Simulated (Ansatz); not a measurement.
CH4NO, charge +1, singlet, at a GFN2-xTB geometry; Ansatz (a program for electronic structure) with PBE/def2-SVP.

Here is a job for Ansatz.
Ansatz 0.2 input:
```yaml
crystal:
  periodic: [false, false, false]
  atoms:
    - {symbol: N, position_ang: [-1.07973113, 0.24380716, 0.15769898]}
    - {symbol: C, position_ang: [0.40675026, 0.24389944, -0.26491881]}
    - {symbol: O, position_ang: [1.09476993, -0.62780535, 0.07307325]}
    - {symbol: H, position_ang: [-1.30225326, 1.08418749, 0.71279708]}
    - {symbol: H, position_ang: [-1.69531096, 0.23783329, -0.66989687]}
    - {symbol: H, position_ang: [-1.26948531, -0.59863573, 0.72730400]}
    - {symbol: H, position_ang: [0.62650641, 1.12901100, -0.86917020]}
basis:
  gaussian:
    orbitals: def2-SVP
hamiltonian:
  xc: pbe
total_charge: 1
accuracy: high
```

What the program printed (banner, timings and long lists left out):

```
Functional definition: PBE
1460 factors; integrals over basis functions are off by at most 3.6e-9 eV
mean field evaluation 1: about -4608.5258 eV, gradient 8.6e1 eV
mean field evaluation 2: about -4561.6510 eV, gradient 1.6e2 eV
mean field evaluation 4: about -4622.2297 eV, gradient 1.5e1 eV
mean field evaluation 8: about -4622.6077 eV, gradient 2.8e-1 eV
mean field evaluation 16: about -4622.6078 eV, gradient 4.3e-6 eV
mean field -4622.60784938 eV, -169.8777051487 hartree, gradient 3.4e-8 eV, S^2 0.000000; 0 other end points of the search recorded, 0 dependent functions left out
reference -4622.60785173 eV, -169.8777052350 hartree; 12, 12 occupied and 50, 50 virtual orbitals, 1460 factors
Total energy: -4622.60785173 eV, -169.8777052350 hartree
```
